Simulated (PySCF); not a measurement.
H3IO3Sn, SMILES [OH][Sn]([OH])([OH])[I]. Heavy atoms are numbered as in [OH:1][Sn:2]([OH:3])([OH:4])[I:5]. Hydrogens are named by the atom that carries them.

Coordinates come from a B3LYP-D3(BJ)/def2-SVP optimisation. A frequency run showed that this geometry is not a minimum. The structure was generated by enumeration; whether it is a known compound was not checked. The def2 effective core potentials stand for the cores of I, Sn; spin–orbit coupling is left out. The values are those of a single conformer.

The numbers are results of CAM-B3LYP/def2-TZVP run with PySCF, not measurements.

ESP charges are fitted to the potential on shells at 1.4 to 2.0 van der Waals radii. Atomic charges (e), one atom of each kind:

```json
[
 {"atom": "O1 (OH)", "Löwdin": "-0.33", "ESP fit": "-0.71", "Mulliken": "-0.66"},
 {"atom": "Sn2", "Löwdin": "0.37", "ESP fit": "0.85", "Mulliken": "1.21"},
 {"atom": "I5", "Löwdin": "0.12", "ESP fit": "-0.08", "Mulliken": "-0.20"},
 {"atom": "H on O1", "Löwdin": "0.17", "ESP fit": "0.46", "Mulliken": "0.33"}
]
```
